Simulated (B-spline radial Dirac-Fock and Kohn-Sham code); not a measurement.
Radiative decay of the L1 hole in V⁶⁺

System: the V⁶⁺ ion in the configuration [Ne] 3s2 3p5.

Input file task.json (cfg lists n, l and occupation; rrms is the nuclear radius in fm):

```json
{"items": [{
  "Z": 23,
  "q": 6,
  "cfg": [[1, 0, 2], [2, 0, 2], [2, 1, 6], [3, 0, 2], [3, 1, 5]],
  "A": 51,
  "rrms": 3.6002,
  "do": ["binding", "quiet", "decay"],
  "holes": ["K", "L1", "L2", "L3", "M1"]
}]}
```

Command: `python xray_run.py task.json out`

The computed values come from a B-spline atomic structure program: independent-particle radiative and Coulomb Auger rates from relativistic LDA hole-state orbitals, with Dirac-Fock energies.

```
       line  multipole  energy (eV)  width (meV)  share (%)
      L1-L2         E1        108.1       0.0227       1.36
      L1-L3         E1            –       0.0550       3.30
Lβ4 (L1-M2)         E1        609.6        0.546       32.8
Lβ3 (L1-M3)         E1        610.7         1.04       62.6
```

The listed lines hold 100.0 % of the radiative rate. A dash stands for an energy that rests on an unreliable hole state. The radiative width is 0.00167 eV in the length form and 0.00160 eV in the velocity form; the two differ because the transition energies are not eigenvalue differences of the potential that gave the orbitals.
